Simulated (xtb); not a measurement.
VOF3, SMILES [O]=[V]([F])([F])[F], multiplicity 1. All values are semi-empirical tight-binding results from xtb (GFN2-xTB unless named), good for trends rather than for accurate numbers. Coordinates come from a GFN2-xTB optimisation. The multiplicity is an assumed one; other spin states were not compared.

For metal compounds this method's bond lengths and energies can be far off.

The point group as xtb finds it is C3v and the orbital gap is 4.22 eV. The zero-point energy is 5.9 kcal/mol and the G − E(el) at 298.15 K (modified RRHO) comes out as -12.0 kcal/mol.
